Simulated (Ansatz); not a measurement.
Pulling the pair apart

The pair of F⁻ (SMILES [F-], atom 1) and C₂H₄ (SMILES C=C, atoms 2–7), both closed shells, in one local arrangement (a lower one may exist), relaxed at PBE0-D4/def2-TZVPD:

```
atom    x (Å)    y (Å)    z (Å)
  F1   0.0246   0.8430  -2.6377
  C2   0.4018  -0.0643   0.9598
  C3  -0.4083  -0.2148  -0.0834
  H4   0.1955  -0.4940   1.9403
  H5   1.3233   0.5075   0.8711
  H6  -0.2149   0.2201  -1.1046
  H7  -1.3220  -0.7975   0.0544
```

C₂H₄ is shifted rigidly along the line between the mean atom positions of the two fragments (negative: closer). Counterpoise interaction energies in kcal/mol. Program: Ansatz 0.2.0. Basis: def2-TZVPPD. Cores are frozen in the correlated methods. B3LYP uses VWN-RPA correlation.

```csv
shift (Å),B3LYP-D4,r2SCAN-D4,PBE0-D4
-0.17,-10.85,-12.02,-12.10
-0.08,-11.72,-12.71,-12.76
0.00,-12.07,-12.90,-12.93
0.08,-12.06,-12.75,-12.77
0.20,-11.64,-12.18,-12.18
0.42,-10.25,-10.60,-10.61
0.84,-7.33,-7.45,-7.54
1.67,-3.64,-3.55,-3.71
```

(1) What does CCSD(T) give at these shifts? (Judge from chemistry; the value comes from the calculation.)

T1 diagnostic: at most 0.017.

## Answers

(1) By the calculation: -9.36, -10.39, -10.86, -10.96, -10.68, -9.51, -6.86, -3.35 kcal/mol. For zero shift, CCSD(T) at an estimated basis limit (MP2 extrapolated from triple and quadruple zeta, plus CCSD(T) − MP2 in triple zeta) gives -11.72 kcal/mol. These are counterpoise interaction energies, counted from the two frozen fragments.

For scale, one of the runs: CCSD(T)/def2-TZVPPD, 182 basis functions, launched by `ansatz run in.yaml --threads 2 --pin off --events-out ev --progress --plain --max-ram 5222MiB`. Hardware: 2 CPU threads of an Intel Xeon Platinum 8259CL, shared host. Wall time 52 s; peak host memory 1.9 GiB.
